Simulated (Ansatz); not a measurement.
Ansatz (a first-principles code) input file for In(Br)2(Me) (CH₃Br₂In), SMILES [CH3][In]([Br])[Br], PBE-D3(BJ)/def2-SVP. 

Ansatz 0.2 input:
```yaml
crystal:
  periodic: [false, false, false]
  atoms:
    - {symbol: In, position_ang: [0.48333406, -0.13319741, 0.32508192]}
    - {symbol: Br, position_ang: [-1.50201226, -1.64824153, 0.11040127]}
    - {symbol: Br, position_ang: [0.22475108, 2.00094130, -0.96410996]}
    - {symbol: C, position_ang: [2.23944408, -0.61970025, 1.48974328]}
    - {symbol: H, position_ang: [2.62644548, 0.30000955, 1.94781263]}
    - {symbol: H, position_ang: [2.99097124, -1.04302080, 0.80837515]}
    - {symbol: H, position_ang: [1.96669115, -1.35660584, 2.25614207]}
basis:
  gaussian:
    orbitals: def2-SVP
hamiltonian:
  xc: pbe
  dispersion: d3bj
relax: {f_tol: 0.002, max_steps: 200}
```

Output:

```
WARN ansatz: RAYON_NUM_THREADS=1 ignored (pool sized by the plan → 1); use --threads N
Functional definition: PBE
integrals: 0.07 GiB planned
1338 factors; their error is unknown
mean field: 0.34 GiB planned
mean field evaluation 1: about -146306.3958 eV, gradient 5.8e1 eV
mean field evaluation 2: about -146283.6867 eV, gradient 9.2e1 eV
mean field evaluation 4: about -146314.7130 eV, gradient 1.3e1 eV
mean field evaluation 8: about -146315.1781 eV, gradient 1.5e-1 eV
mean field evaluation 16: about -146315.0630 eV, gradient 1.9e-4 eV
mean field -146315.06298677 eV, -5376.9793888521 hartree, gradient 7.4e-6 eV, S^2 0.000000; 0 other end points of the search recorded, 0 dependent functions left out
the calculation of the forces begins
reference -146315.06303112 eV, -5376.9793904818 hartree; 50, 50 occupied and 69, 69 virtual orbitals, 1338 factors
relax step   1: F+E_penalty+E_count = -146315.22397095 eV  Δ(F+E_penalty+E_count) = +0.000e0 eV  max|allowed force component| = 2.199e-1 eV/Å  Δτ_max = 0.0000 Å  (28 SCF iters, accepted)
these checks for a lower state are left out or cut short: starts, cluster_reference, orbital_swaps, neighbouring_geometries, increment
integrals: 0.07 GiB planned
1338 factors; their error is unknown
mean field: 0.34 GiB planned
mean field -146315.06579234 eV, -5376.9794919548 hartree, gradient 1.4e-5 eV, S^2 0.000000; 0 other end points of the search recorded, 0 dependent functions left out
the calculation of the forces begins
reference -146315.06583670 eV, -5376.9794935850 hartree; 50, 50 occupied and 69, 69 virtual orbitals, 1338 factors
relax step   2: F+E_penalty+E_count = -146315.22664664 eV  Δ(F+E_penalty+E_count) = -2.676e-3 eV  max|allowed force component| = 4.989e-2 eV/Å  Δτ_max = 0.0067 Å  (28 SCF iters, accepted)
these checks for a lower state are left out or cut short: starts, cluster_reference, orbital_swaps, neighbouring_geometries, increment
integrals: 0.07 GiB planned
1338 factors; their error is unknown
mean field: 0.34 GiB planned
mean field evaluation 32: about -146315.0660 eV, gradient 7.5e-6 eV
mean field -146315.06597880 eV, -5376.9794988071 hartree, gradient 7.5e-6 eV, S^2 0.000000; 0 other end points of the search recorded, 0 dependent functions left out
the calculation of the forces begins
reference -146315.06602316 eV, -5376.9795004372 hartree; 50, 50 occupied and 69, 69 virtual orbitals, 1338 factors
relax step   3: F+E_penalty+E_count = -146315.22684374 eV  Δ(F+E_penalty+E_count) = -1.971e-4 eV  max|allowed force component| = 8.342e-3 eV/Å  Δτ_max = 0.0020 Å  (21 SCF iters, accepted)
these checks for a lower state are left out or cut short: starts, cluster_reference, orbital_swaps, neighbouring_geometries, increment
integrals: 0.07 GiB planned
1338 factors; their error is unknown
mean field: 0.34 GiB planned
mean field -146315.06594805 eV, -5376.9794976771 hartree, gradient 2.1e-5 eV, S^2 0.000000; 0 other end points of the search recorded, 0 dependent functions left out
the calculation of the forces begins
reference -146315.06599241 eV, -5376.9794993073 hartree; 50, 50 occupied and 69, 69 virtual orbitals, 1338 factors
relax step   4: F+E_penalty+E_count = -146315.22683542 eV  Δ(F+E_penalty+E_count) = +8.321e-6 eV  max|allowed force component| = 1.587e-2 eV/Å  Δτ_max = 0.0010 Å  (20 SCF iters, rejected (line search))
these checks for a lower state are left out or cut short: starts, cluster_reference, orbital_swaps, neighbouring_geometries, increment
integrals: 0.07 GiB planned
1338 factors; their error is unknown
mean field: 0.34 GiB planned
mean field -146315.06599180 eV, -5376.9794992849 hartree, gradient 5.7e-5 eV, S^2 0.000000; 0 other end points of the search recorded, 0 dependent functions left out
the calculation of the forces begins
reference -146315.06603616 eV, -5376.9795009150 hartree; 50, 50 occupied and 69, 69 virtual orbitals, 1338 factors
relax step   5: F+E_penalty+E_count = -146315.22684801 eV  Δ(F+E_penalty+E_count) = -4.270e-6 eV  max|allowed force component| = 3.116e-4 eV/Å  Δτ_max = 0.0005 Å  (19 SCF iters, accepted)
integrals: 0.07 GiB planned
1338 factors; their error is unknown
mean field: 0.34 GiB planned
mean field -146315.06599180 eV, -5376.9794992849 hartree, gradient 5.7e-5 eV, S^2 0.000000; 1 other end points of the search recorded, 0 dependent functions left out
the calculation of the forces begins
reference -146315.06603616 eV, -5376.9795009150 hartree; 50, 50 occupied and 69, 69 virtual orbitals, 1338 factors
Total energy: -146315.22689237 eV, -5376.9854122717 hartree
Atom 0 at     0.484084    -0.133338     0.325169 Å, force    -0.000153     0.000072     0.000251 eV/Å
Atom 1 at    -1.503563    -1.648981     0.109808 Å, force     0.000205     0.000027    -0.000000 eV/Å
Atom 2 at     0.223669     2.002533    -0.965094 Å, force     0.000120    -0.000199     0.000141 eV/Å
Atom 3 at     2.240037    -0.619885     1.490386 Å, force     0.000033     0.000098     0.000002 eV/Å
Atom 4 at     2.627976     0.307594     1.949812 Å, force    -0.000063    -0.000114    -0.000254 eV/Å
Atom 5 at     2.994741    -1.046018     0.802358 Å, force     0.000045    -0.000008     0.000171 eV/Å
Atom 6 at     1.962680    -1.361719     2.261008 Å, force    -0.000187     0.000123    -0.000312 eV/Å
Dipole moment:     0.566015    -0.156330     0.373593 e Å
```

Self-consistency was reached.

Cost: roughly 14 core-seconds.
